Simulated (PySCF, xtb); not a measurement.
C2H6O2Si, SMILES CO[Si]OC (connectivity only; charge and spin as stated), neutral, multiplicity 1.

GFN2-xTB run with xtb 6.7.1 at its own geometry gives an orbital gap of 3.71 eV and a dipole moment of 1.92 D.

Geometry: B3LYP-D3(BJ)/def2-SVP. One conformer was computed; it need not be the lowest.

What does ωB97X/def2-TZVP (PySCF) give? (The exact figures need the calculation; the answer reports its results.)

gap 10.32 eV (levels -9.34 and 0.98 eV), dipole 1.71 D.
